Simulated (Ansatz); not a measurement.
C2H4AlO, SMILES `[CH3][Al-][CH]=O` (lower singlet; C–Al–C–O torsion 105°) (charge -1, multiplicity 1). This singlet lies 0.67 eV below the relaxed triplet at the level frozen-core CCSD(T)/aug-cc-pVDZ // PBE0-D3(BJ)/def2-TZVPD (Ansatz, a first-principles code).

Method: r2SCAN/aug-cc-pVTZ // PBE0-D3(BJ)/def2-TZVPD run with Ansatz.

Ansatz 0.2 input:
```yaml
crystal:
  periodic: [false, false, false]
  atoms:
    - { symbol: C, position_ang: [-1.307919, -0.143569, -0.093746] }
    - { symbol: Al, position_ang: [0.238165, -0.761643, -1.282078] }
    - { symbol: C, position_ang: [1.66683, 0.076372, -0.062057] }
    - { symbol: O, position_ang: [2.490964, -0.303644, 0.755978] }
    - { symbol: H, position_ang: [-1.219981, 0.920385, 0.16862] }
    - { symbol: H, position_ang: [-1.287171, -0.705915, 0.851739] }
    - { symbol: H, position_ang: [-2.29038, -0.296327, -0.551781] }
    - { symbol: H, position_ang: [1.70949, 1.214342, -0.299018] }
basis:
  gaussian: { orbitals: aug-cc-pVTZ }
hamiltonian:
  xc: r2scan
total_charge: -1
```

Output:

```
Functional definition: r2SCAN
1221 factors; their error is unknown
mean field evaluation 1: about -10774.6081 eV, gradient 5.2e1 eV
mean field evaluation 2: about -10757.1137 eV, gradient 8.4e1 eV
mean field evaluation 4: about -10780.9476 eV, gradient 1.5e1 eV
mean field evaluation 8: about -10781.4154 eV, gradient 8.5e-2 eV
mean field evaluation 16: about -10781.3914 eV, gradient 3.2e-4 eV
mean field -10781.39136060 eV, -396.2088246124 hartree, gradient 6.3e-5 eV, S^2 0.000000; 0 other end points of the search recorded, 0 dependent functions left out
reference -10781.39138377 eV, -396.2088254640 hartree; 19, 19 occupied and 261, 261 virtual orbitals, 1221 factors
Total energy: -10781.39138377 eV, -396.2088254640 hartree
```
